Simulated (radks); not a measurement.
The cobalt ion Co4+, 23 electrons, occupied as [Ar] 3d5. Method: Dirac Kohn-Sham, PBE, spin-unpolarised, spherical densities, point nucleus; open shells are shared between the two j in proportion to 2j + 1; computed with a radial shooting solver on a logarithmic mesh with Libxc functionals.

Spin-orbit splittings of the eigenvalues, e(l+1/2) - e(l-1/2), with zeta = 2 splitting/(2l+1) and mean radii in bohr:

shell,occ.,splitting (eV),zeta (eV),<r> j=l-1/2,<r> j=l+1/2
2p,6,14.82,9.878,0.2228,0.2259
3p,6,1.957,1.305,0.7859,0.7943
3d,5,0.2451,0.09803,0.8768,0.8799
